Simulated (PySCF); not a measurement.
# Zr(2+) (zirconium, charge +2) across methods

[Kr] 4d1 5s1, 5s spin antiparallel (an excited configuration). All numbers are calculated (PySCF 2.14, a scalar-relativistic core potential, in def2-TZVPPD with the def2 core potential (28 electrons)).

```json
{"method": "wB97M-V", "E (hartree)": "-46.0065", "mean ε 4p β (eV)": "-55.210", "mean ε 4d α (eV)": "-23.877", "mean ε 5s β (eV)": "-20.115", "Σ⟨r²⟩ (bohr²)": "31.85", "⟨S²⟩": "1.000"}
{"method": "UHF", "E (hartree)": "-45.69899", "mean ε 4p β (eV)": "-57.946", "mean ε 4d α (eV)": "-25.108", "mean ε 5s β (eV)": "-19.663", "Σ⟨r²⟩ (bohr²)": "32.12", "⟨S²⟩": "1.003"}
{"method": "LC-wPBE", "E (hartree)": "-46.0912", "mean ε 4p β (eV)": "-55.508", "mean ε 4d α (eV)": "-24.451", "mean ε 5s β (eV)": "-20.326", "Σ⟨r²⟩ (bohr²)": "31.65", "⟨S²⟩": "1.001"}
{"method": "PBE", "E (hartree)": "-46.0715", "mean ε 4p β (eV)": "-50.415", "mean ε 4d α (eV)": "-20.161", "mean ε 5s β (eV)": "-17.633", "Σ⟨r²⟩ (bohr²)": "31.66", "⟨S²⟩": "1.000"}
{"method": "LDA", "E (hartree)": "-45.9244", "mean ε 4p β (eV)": "-50.319", "mean ε 4d α (eV)": "-20.052", "mean ε 5s β (eV)": "-17.913", "Σ⟨r²⟩ (bohr²)": "31.74", "⟨S²⟩": "1.000"}
{"method": "PBE0", "E (hartree)": "-46.0632", "mean ε 4p β (eV)": "-52.607", "mean ε 4d α (eV)": "-21.601", "mean ε 5s β (eV)": "-18.285", "Σ⟨r²⟩ (bohr²)": "31.71", "⟨S²⟩": "1.001"}
{"method": "M06-2X", "E (hartree)": "-45.9942", "mean ε 4p β (eV)": "-54.311", "mean ε 4d α (eV)": "-22.872", "mean ε 5s β (eV)": "-19.121", "Σ⟨r²⟩ (bohr²)": "31.75", "⟨S²⟩": "1.000"}
{"method": "revPBE", "E (hartree)": "-46.1092", "mean ε 4p β (eV)": "-50.426", "mean ε 4d α (eV)": "-20.181", "mean ε 5s β (eV)": "-17.554", "Σ⟨r²⟩ (bohr²)": "31.67", "⟨S²⟩": "1.001"}
```

Task: Estimate the same row for r2SCAN.

Result: E (hartree) = -46.0839; mean ε 4p β (eV) = -51.246; mean ε 4d α (eV) = -20.455; mean ε 5s β (eV) = -17.751; Σ⟨r²⟩ (bohr²) = 31.86; ⟨S²⟩ = 1.001.

Energies and moments cover only the electrons outside the core potential. With the s spin flipped the determinant is a mixture of two multiplicities, not a spectroscopic state.
